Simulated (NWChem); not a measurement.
System: Ge anion, quartet

NWChem input:

```
start job
memory heap 200 mb stack 900 mb global 1100 mb
charge -1
geometry units angstroms noautoz
  Ge     0.000000     0.000000     0.000000
end
basis spherical
  * library cc-pvqz
end
dft
  odft
  mult 4
  xc hfexch
  iterations 150
  mulliken
end
task dft energy
```

Parts of the log:

```
             Northwest Computational Chemistry Package (NWChem) 7.3.0
             --------------------------------------------------------

                             Geometry "geometry" -> ""
                             -------------------------

 Output coordinates in angstroms (scale by  1.889725989 to convert to a.u.)

  No.       Tag          Charge          X              Y              Z
 ---- ---------------- ---------- -------------- -------------- --------------
    1 Ge                  32.0000     0.00000000     0.00000000     0.00000000

 Effective nuclear repulsion energy (a.u.)       0.0000000000

  xc_inp: hfexch multiplicative factor not found.

                                 NWChem DFT Module
                                 -----------------

 Summary of "ao basis" -> "ao basis" (spherical)
 ------------------------------------------------------------------------------
       Tag                 Description            Shells   Functions and Types
 ---------------- ------------------------------  ------  ---------------------
 Ge                         cc-pvqz                 20       68   7s6p4d2f1g

            General Information
            -------------------
          SCF calculation type: DFT
          Wavefunction type:  spin polarized.
          No. of atoms     :     1
          No. of electrons :    33
           Alpha electrons :    18
            Beta electrons :    15
          Charge           :    -1
          Spin multiplicity:     4
          Use of symmetry is: off; symmetry adaption is: off
          Maximum number of iterations: 150
          AO basis - number of functions:    68
                     number of shells:    20
          Convergence on energy requested:  1.00D-06
          Convergence on density requested:  1.00D-05
          Convergence on gradient requested:  5.00D-04

              XC Information
              --------------
                     Hartree-Fock (Exact) Exchange  1.000

      Superposition of Atomic Density Guess
      -------------------------------------

 Sum of atomic energies:       -2075.34870934

 Renormalizing density from      32.00 to     33

      Non-variational initial energy
      ------------------------------

 Total energy =   -2113.564618
 1-e energy   =   -2985.506933
 2-e energy   =     871.942315
 HOMO         =       0.230520
 LUMO         =       0.230520

     ---------------------------------------------
      Total Density - Mulliken Population Analysis
     ---------------------------------------------

    Atom       Charge   Shell Charges
 -----------   ------   -------------------------------------------------------
    1 Ge  32    33.00   2.00  2.03  1.33  0.59  0.22  0.79  1.04  5.99  8.39 -2.47  0.36 -0.46  3.19  8.28  1.55  0.13  0.05 -0.00  0.00  0.00

     --------------------------------------------
      Spin Density - Mulliken Population Analysis
     --------------------------------------------

    Atom       Charge   Shell Charges
 -----------   ------   -------------------------------------------------------
    1 Ge  32     3.00   0.00 -0.00 -0.00  0.00 -0.00  0.00 -0.00 -0.00  0.03 -0.04  0.26 -0.44  3.19 -0.00 -0.00  0.00 -0.00 -0.00  0.00  0.00

   convergence    iter        energy       DeltaE   RMS-Dens  Diis-err
 ---------------- ----- ----------------- --------- --------- ---------
 d= 0,ls=0.0,diis     1  -2074.1448637237 -2.07D+03  8.14D-02  7.19D+00
                                                     5.55D-02  7.15D+00
 d= 0,ls=0.0,diis     2  -2075.0253826717 -8.81D-01  2.62D-02  2.18D+00
                                                     2.26D-02  2.01D+00
 d= 0,ls=0.0,diis     3  -2075.3906068603 -3.65D-01  2.42D-03  4.04D-03
                                                     1.05D-03  9.17D-04
 d= 0,ls=0.0,diis     4  -2075.3930385715 -2.43D-03  9.90D-04  1.96D-04
                                                     4.58D-04  9.22D-05
 d= 0,ls=0.0,diis     5  -2075.3932971349 -2.59D-04  1.98D-04  1.11D-05
                                                     2.05D-04  5.87D-06
  Resetting Diis
 d= 0,ls=0.0,diis     6  -2075.3933146106 -1.75D-05  2.92D-05  3.72D-07
                                                     8.01D-05  7.08D-07
 d= 0,ls=0.0,diis     7  -2075.3933160139 -1.40D-06  4.87D-06  2.50D-08
                                                     6.19D-06  3.40D-08
 d= 0,ls=0.0,diis     8  -2075.3933160568 -4.29D-08  3.61D-06  5.85D-09
                                                     5.67D-06  7.78D-09

         Total DFT energy =    -2075.393316056778
      One electron energy =    -2903.483781509774
           Coulomb energy =      905.745313717759
    Exchange-Corr. energy =      -77.654848264764
 Nuclear repulsion energy =        0.000000000000

 Numeric. integr. density =        0.000000000000

                    DFT Final Alpha Molecular Orbital Analysis
                    ------------------------------------------

 Vector   16  Occ=1.000000D+00  E=-5.425467D-02
              MO Center=  2.8D-14, -7.5D-14,  2.5D-13, r^2= 3.5D+00
   Bfn.  Coefficient  Atom+Function         Bfn.  Coefficient  Atom+Function
  ----- ------------  ---------------      ----- ------------  ---------------
    23      0.407324  1 Ge px                20      0.349683  1 Ge px
    17      0.246301  1 Ge px                25      0.198918  1 Ge pz
    22      0.170769  1 Ge pz                24     -0.127161  1 Ge py
    19      0.120282  1 Ge pz                14      0.117751  1 Ge px
    21     -0.109166  1 Ge py                18     -0.076892  1 Ge py

 Vector   17  Occ=1.000000D+00  E=-5.425467D-02
              MO Center= -1.5D-13,  3.1D-13, -1.1D-13, r^2= 3.5D+00
   Bfn.  Coefficient  Atom+Function         Bfn.  Coefficient  Atom+Function
  ----- ------------  ---------------      ----- ------------  ---------------
    25     -0.296126  1 Ge pz                24      0.282437  1 Ge py
    22     -0.254221  1 Ge pz                21      0.242469  1 Ge py
    23      0.232787  1 Ge px                20      0.199845  1 Ge px
    19     -0.179062  1 Ge pz                18      0.170784  1 Ge py
    17      0.140762  1 Ge px                16     -0.085606  1 Ge pz

 Vector   18  Occ=1.000000D+00  E=-5.425467D-02
              MO Center= -1.1D-13,  1.3D-13, -1.8D-13, r^2= 3.5D+00
   Bfn.  Coefficient  Atom+Function         Bfn.  Coefficient  Atom+Function
  ----- ------------  ---------------      ----- ------------  ---------------
    24      0.354557  1 Ge py                25      0.307233  1 Ge pz
    21      0.304383  1 Ge py                22      0.263756  1 Ge pz
    18      0.214394  1 Ge py                19      0.185778  1 Ge pz
    15      0.102497  1 Ge py                16      0.088816  1 Ge pz
    12     -0.054182  1 Ge py                13     -0.046950  1 Ge pz

 Vector   19  Occ=0.000000D+00  E= 3.514544D-01
              MO Center= -1.7D-12,  5.9D-13,  8.7D-13, r^2= 6.2D+00
   Bfn.  Coefficient  Atom+Function         Bfn.  Coefficient  Atom+Function
  ----- ------------  ---------------      ----- ------------  ---------------
     6      2.988845  1 Ge s                  7     -2.480254  1 Ge s
     5     -0.689440  1 Ge s                  3     -0.388753  1 Ge s
     4     -0.189311  1 Ge s                  2     -0.094797  1 Ge s

 Vector   20  Occ=0.000000D+00  E= 3.619188D-01
              MO Center=  1.4D-12, -5.9D-13,  7.3D-13, r^2= 8.6D+00
   Bfn.  Coefficient  Atom+Function         Bfn.  Coefficient  Atom+Function
  ----- ------------  ---------------      ----- ------------  ---------------
    23     -1.327761  1 Ge px                20      1.278768  1 Ge px
    14      1.170715  1 Ge px                11      1.079276  1 Ge px
    25     -0.625330  1 Ge pz                22      0.602256  1 Ge pz
    16      0.551366  1 Ge pz                13      0.508302  1 Ge pz
    24      0.476229  1 Ge py                21     -0.458657  1 Ge py

 Vector   21  Occ=0.000000D+00  E= 3.619188D-01
              MO Center= -4.1D-13, -5.7D-13,  2.6D-14, r^2= 8.6D+00
   Bfn.  Coefficient  Atom+Function         Bfn.  Coefficient  Atom+Function
  ----- ------------  ---------------      ----- ------------  ---------------
    24     -1.452869  1 Ge py                21      1.399260  1 Ge py
    15      1.281025  1 Ge py                12      1.180970  1 Ge py
    25     -0.398459  1 Ge pz                22      0.383757  1 Ge pz
    16      0.351330  1 Ge pz                23     -0.333441  1 Ge px
    13      0.323889  1 Ge pz                20      0.321137  1 Ge px

                     DFT Final Beta Molecular Orbital Analysis
                     -----------------------------------------

 Vector   13  Occ=1.000000D+00  E=-1.368958D+00
              MO Center=  4.2D-15, -1.3D-15,  7.7D-16, r^2= 1.8D-01
   Bfn.  Coefficient  Atom+Function         Bfn.  Coefficient  Atom+Function
  ----- ------------  ---------------      ----- ------------  ---------------
    26      0.767545  1 Ge d -2              29      0.401309  1 Ge d  1
    27     -0.308525  1 Ge d -1              28     -0.157742  1 Ge d  0
    31      0.104768  1 Ge d -2              34      0.054778  1 Ge d  1
    32     -0.042113  1 Ge d -1              30     -0.026115  1 Ge d  2

 Vector   14  Occ=1.000000D+00  E=-1.368958D+00
              MO Center=  2.7D-15, -1.4D-16,  1.5D-15, r^2= 1.8D-01
   Bfn.  Coefficient  Atom+Function         Bfn.  Coefficient  Atom+Function
  ----- ------------  ---------------      ----- ------------  ---------------
    29      0.830927  1 Ge d  1              26     -0.401269  1 Ge d -2
    27      0.118713  1 Ge d -1              34      0.113419  1 Ge d  1
    28     -0.072529  1 Ge d  0              31     -0.054772  1 Ge d -2

[...]
```

Level: UHF/cc-pVQZ. Sets without diffuse functions describe the anion's extra electron poorly. No stability test was run on the SCF state.
